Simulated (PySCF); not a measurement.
Species: C₆H₇F₃O₂.
Atom-mapped SMILES: `[F:1][C:2]([F:3])([F:4])[C@H:5]1[O:6][CH2:7][C:8]12[CH2:9][O:10][CH2:11]2` (hydrogens: H12 on C5; H13, H14 on C7; H15, H16 on C9; H17, H18 on C11)

The same species was optimised twice, with GFN2-xTB and with PBE0-D3(BJ)/def2-SVP (PySCF), and the same property calculations (PySCF, gas phase) were run on both structures.

```tsv
coordinate	GFN2-xTB	PBE0-D3(BJ)/def2-SVP	change
C2–C5 (Å)	1.529	1.515	-0.014
C2–F4 (Å)	1.344	1.339	-0.005
F1–C2 (Å)	1.334	1.328	-0.006
O10–C11 (Å)	1.426	1.421	-0.005
C9–O10 (Å)	1.428	1.424	-0.004
C5–O6 (Å)	1.418	1.414	-0.004
O6–C7 (Å)	1.434	1.431	-0.003
C5–C8 (Å)	1.535	1.532	-0.003
C2–F3 (Å)	1.338	1.336	-0.002
C7–C8 (Å)	1.531	1.530	-0.001
C8–C9 (Å)	1.530	1.531	+0.001
C8–C11 (Å)	1.529	1.530	+0.001
F1–C2–F4 (°)	106.7	108.1	+1.4
F4–C2–C5 (°)	111.2	110.0	-1.2
F3–C2–F4 (°)	106.7	107.8	+1.1
F3–C2–C5 (°)	112.5	111.5	-1.0
O6–C5–C8 (°)	91.4	92.4	+1.0
C5–C8–C7 (°)	84.6	83.7	-0.9
C5–O6–C7 (°)	92.7	91.8	-0.9
C9–C8–C11 (°)	84.8	83.9	-0.9
F1–C2–C5–O6 (°)	65	63	-2
```

Rotational constants: A = 1875, B = 905.1, C = 755.3 MHz (GFN2-xTB) against A = 1886, B = 909.7, C = 760.3 MHz (PBE0-D3(BJ)/def2-SVP). Point groups within 0.08 Å: C1 and C1.

On the GFN2-xTB structure: HOMO (eV) -7.62 [PBE0/pcSseg-1]; LUMO (eV) 0.77 [PBE0/pcSseg-1]; dipole (D) 1.95 [PBE0/pcSseg-1]; GIAO shielding of F1/F3/F4 (mean) (ppm) 264.7 [PBE0/pcSseg-1]; GIAO shielding of C2 (ppm) 53.5 [PBE0/pcSseg-1]; GIAO shielding of C5 (ppm) 99.7 [PBE0/pcSseg-1]; GIAO shielding of O6 (ppm) 316.9 [PBE0/pcSseg-1]; GIAO shielding of C7 (ppm) 103.2 [PBE0/pcSseg-1]; GIAO shielding of C8 (ppm) 141.0 [PBE0/pcSseg-1]; GIAO shielding of C9 (ppm) 108.8 [PBE0/pcSseg-1]; GIAO shielding of O10 (ppm) 336.5 [PBE0/pcSseg-1].

Q: What do these properties become on the PBE0-D3(BJ)/def2-SVP structure?

A: 
```
                                    property          level  on GFN2-xTB  on PBE0-D3(BJ)/def2-SVP  change
                                   HOMO (eV)  PBE0/pcSseg-1        -7.62                    -7.63   -0.01
                                   LUMO (eV)  PBE0/pcSseg-1         0.77                     0.87   +0.10
                                  dipole (D)  PBE0/pcSseg-1         1.95                     1.75   -0.20
energy, GFN2-xTB geometry as zero (kcal/mol)  PBE0/pcSseg-1          0.0                     -0.4    -0.4
     GIAO shielding of F1/F3/F4 (mean) (ppm)  PBE0/pcSseg-1        264.7                    269.4    +4.7
                  GIAO shielding of C2 (ppm)  PBE0/pcSseg-1         53.5                     55.0    +1.5
                  GIAO shielding of C5 (ppm)  PBE0/pcSseg-1         99.7                     99.4    -0.3
                  GIAO shielding of O6 (ppm)  PBE0/pcSseg-1        316.9                    319.5    +2.6
                  GIAO shielding of C7 (ppm)  PBE0/pcSseg-1        103.2                    101.9    -1.3
                  GIAO shielding of C8 (ppm)  PBE0/pcSseg-1        141.0                    142.4    +1.4
                  GIAO shielding of C9 (ppm)  PBE0/pcSseg-1        108.8                    107.8    -1.0
                 GIAO shielding of O10 (ppm)  PBE0/pcSseg-1        336.5                    335.6    -0.9
```

The heavy atoms differ by 0.021 Å rms after alignment. Among bonds between heavy atoms C2–C5 changes most (-0.014 Å). Changes are differences of the printed values. Neither structure is proved a minimum here.

Conformer computed: `[F:1][C:2]([F:3])([F:4])[C@H:5]1[O:6][CH2:7][C:8]12[CH2:9][O:10][CH2:11]2`: F1–C2–C5–O6 63°.
